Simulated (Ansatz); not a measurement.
Ligand exchange: C2H3F + GeH2(CH3)I → C2H3I + GeH2(CH3)F

Species: C2H3F `C=CF`, singlet; GeH2(CH3)I, singlet; C2H3I `C=CI`, singlet; GeH2(CH3)F, singlet. The partners trade F for I: C–F and Ge–I bonds give way to C–I and Ge–F.

Shapes, held fixed at every level: PBE0-D4/def2-TZVP. Programs: Ansatz 0.2.0. The zero-point and thermal change to 298 K, harmonic and unscaled (PBE0-D4/def2-TZVP), is -2.9 kJ/mol.

| level | kind | ΔH(298 K) (kJ/mol) | less CCSD(T)/def2-TZVPP | CPU time (sum over the molecules) |
| --- | --- | --- | --- | --- |
| B3LYP-D4/def2-TZVPP | global hybrid | +1.2 | +8.9 | 25 s |
| PBE0-D4/def2-TZVPP | global hybrid | +9.6 | +17.3 | 19 s |
| wB97M-V/def2-TZVPP | range-separated hybrid | +3.2 | +10.9 | 72 s |
| wB97X-V/def2-TZVPP | range-separated hybrid | +2.1 | +9.8 | 51 s |
| MP2/def2-TZVPP | perturbation theory | -12.2 | -4.5 | – |
| CCSD(T)/def2-SVP | coupled cluster or CI | +7.8 | +15.5 | 28 s |
| CCSD/def2-SVP | coupled cluster or CI | +9.1 | +16.8 | – |
| CCSD(T)/def2-TZVPP | coupled cluster or CI | -7.7 | 0.0 | 7.9 min |

The highest level, CCSD(T)/def2-TZVPP, gives ΔH(298 K) = -7.7 kJ/mol; the levels span -12.2 to +9.6. They disagree on the sign: 6 of 8 are positive. The column of differences is taken from that level and isn't an error. No measured value is set beside it here. For atoms past krypton def2 sets carry core potentials with scalar relativity. Relativity is left out for Ge. Outer-core shells of Ge, I are correlated, in sets that cover them unevenly. Times are processor times on shared x86 and Arm servers, and rough.
